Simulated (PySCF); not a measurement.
# Copper: a sound run and one with changed settings

Sound run: Cu [Ar] 3d10 4s1, Cu+ [Ar] 3d10. Computed with PySCF 2.14 in cc-pVDZ-DK, with the spin-free X2C one-electron Hamiltonian (Gaussian nucleus). In the sound run the correlated levels freeze [Ar]. The sound run starts from symmetry-adapted Hartree-Fock orbitals and uses a fine grid where one is needed.

Changed run: a valence shell is frozen. This setting is unsound on purpose.

Ionisation energy of Cu:

| method | sound run (eV) | changed run (eV) |
| --- | --- | --- |
| UHF | 6.584 | 6.584 |
| MP2 | 7.432 | 6.584 |
| SCS-MP2 | 7.294 | 6.584 |
| CCSD | 7.307 | 6.584 |
| CCSD(T) | 7.418 | 6.584 |
| CCSDT | n/a | 6.584 |
| FCI | n/a | 6.584 |

Freezing a valence shell removes pair correlation that changes on ionisation.

For comparison, NIST gives 7.726 eV between the lowest levels.
